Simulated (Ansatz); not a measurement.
`C=C[CH2][GaH][Cl]` + CH₄ → `C[CH2][GaH][Cl]` + `C=C`  (formal exchange of groups at a C–C bond)

Isolated molecules relaxed with PBE0-D4/def2-TZVP in Ansatz; ΔE leaves out vibrations. CCSD(T)/CBS adds triple-zeta CCSD(T) − MP2 to the extrapolated MP2 energy (def2 sets, frozen cores). This one scheme is used for every species. Functionals use def2-TZVPP. For Ga outer-core shells are correlated without core-valence functions, which leaves a few kJ/mol of doubt a bond. Scalar relativity is left out up to krypton. Each species was taken in one conformer, which may not be the lowest.

`C=C[CH2][GaH][Cl]`:

Z-matrix (Å, degrees):
```
C
C 1 1.489
Ga 1 1.971 2 99.7
H 1 1.089 2 112.6 3 119.9
H 1 1.090 2 112.7 3 -114.7
C 2 1.333 1 125.6 3 84.5
H 2 1.089 1 116.1 3 -91.6
Cl 3 2.159 1 114.2 2 -101.3
H 3 1.558 1 129.8 2 70.8
H 6 1.086 2 121.6 1 3.4
H 6 1.083 2 121.2 1 -177.4
```

CH₄:

Z-matrix (Å, degrees):
```
C
H 1 1.090
H 1 1.090 2 109.5
H 1 1.090 2 109.5 3 -120.0
H 1 1.090 2 109.5 3 120.0
```

`C[CH2][GaH][Cl]`:

Z-matrix (Å, degrees):
```
C
C 1 1.524
H 1 1.094 2 111.5
H 1 1.093 2 111.9 3 -120.0
H 1 1.093 2 111.9 3 120.0
Ga 2 1.962 1 115.3 3 179.9
H 2 1.095 1 111.3 3 58.5
H 2 1.095 1 111.3 3 -58.6
Cl 6 2.162 2 115.3 1 -179.4
H 6 1.563 2 130.6 1 0.6
```

`C=C`:

Cartesian coordinates in Å:
```
C -0.043 0.424 0.506
C 0.043 -0.424 -0.506
H -0.066 0.081 1.535
H -0.095 1.496 0.349
H 0.066 -0.081 -1.535
H 0.095 -1.496 -0.349
```

CCSD(T)/CBS gives +6.8 kcal/mol.

Question: Another level gave +7.2 kcal/mol. Which?
A. PBE0/def2-TZVPP
B. MP2/def2-TZVPP
C. HF/def2-TZVPP
D. LC-ωPBE/def2-TZVPP

Answer: A. PBE0 7.2, LC-ωPBE 6.2, MP2/def2-TZVPP 8.5, HF/def2-TZVPP 4.6 kcal/mol.

Question: What do rigid-rotor, harmonic-oscillator terms from PBE0-D4/def2-TZVP frequencies (298.15 K, 1 bar) make of the CCSD(T)/CBS value? (An estimate is asked.)

Answer: Computed: ΔZPE = +0.7 kcal/mol, ΔH = +7.1 kcal/mol, ΔS = 12 J/(mol·K), ΔG = +6.3 kcal/mol. Modes under 50 cm⁻¹ make the entropy rough.

Largest T1 diagnostic among the species: 0.012.

Leaving LDA and LC-ωPBE aside and taking each functional with its dispersion term where it has one, the values, not all of them listed here, spread over 2.1 kcal/mol, from ωB97X-V to revPBE-D4. LDA lies +1.7 kcal/mol from PBE without D4. In def2-TZVPP, CCSD(T) changes the Hartree–Fock value by +2.5 kcal/mol (the triples alone add +0.7 kcal/mol) and MP2 by +3.9 kcal/mol. The D4 term adds +1.5 kcal/mol with B3LYP and +0.9 kcal/mol with PBE0; it sums over pairs of atoms, weighted by their polarisabilities, and B3LYP, whose exchange is more repulsive, gets the larger term.

B3LYP here is the variant with VWN-RPA as its local correlation; programs differ in this.
